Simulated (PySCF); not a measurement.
C2H7OSi, SMILES C[SiH](C)[O], multiplicity 2. Atoms are numbered in the order given.

```xyz
11

C      0.2180     0.7601    -1.5585
Si    -0.3850    -0.1087     0.0000
C      0.2180     0.7601     1.5585
O      0.3295    -1.6367     0.0000
H     -0.2269     1.7683    -1.6063
H      1.3146     0.8546    -1.5490
H     -0.0800     0.2115    -2.4651
H     -1.8772    -0.1753     0.0000
H      1.3146     0.8546     1.5490
H     -0.0800     0.2115     2.4651
H     -0.2269     1.7683     1.6063
```
Charge 0, spin multiplicity 2.

Coordinates come from a B3LYP-D3(BJ)/def2-SVP optimisation. The geometry has at least one imaginary mode, so it is a saddle point at that level. The isomer is the one that the SMILES or the coordinates give; other isomers of the formula were not compared.

Calculation: PBE/def2-TZVP in PySCF.

Gas-phase values at a fixed geometry.

total energy: -444.84513 hartree
point group: Cs
α spin, highest occupied and lowest empty level: -6.82 and 0.20 eV
β spin, highest occupied and lowest empty level: -6.42 and -5.83 eV
dipole moment: 2.66 D
quadrupole, principal values (traceless, Buckingham form, about the centre of nuclear charge): -4.93, -0.18, 5.11 D·Å
mean static polarisability: 64.0 bohr³ (9.49 Å³)
polarisability, principal values: 51.1, 64.1, 76.9 bohr³
⟨S²⟩: 0.753 (pure state 0.75)
